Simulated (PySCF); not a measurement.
C2H8FNOSi, SMILES CC[Si@](N)(O)F.

The structure is a stationary point at B3LYP-D3(BJ)/def2-SVP. The structure was generated by enumeration; whether it is a known compound was not checked. One conformer was computed; it need not be the lowest.

Computed with SMD-B3LYP/6-31G* (PySCF).

Solvation free energies are E(SMD) − E(gas) at the gas-phase geometry, for 1 M in both phases. In vacuum the dipole moment is 0.72 D.

Computed solvation free energies in water, acetone, dichloromethane:
| solvent | ΔG(solv) (kcal/mol) | its non-electrostatic (CDS) part | dipole (D) |
|---|---|---|---|
| water | -6.4 | 4.2 | 0.95 |
| acetone | -7.6 | -0.2 | 0.93 |
| dichloromethane | -7.3 | -0.2 | 0.89 |
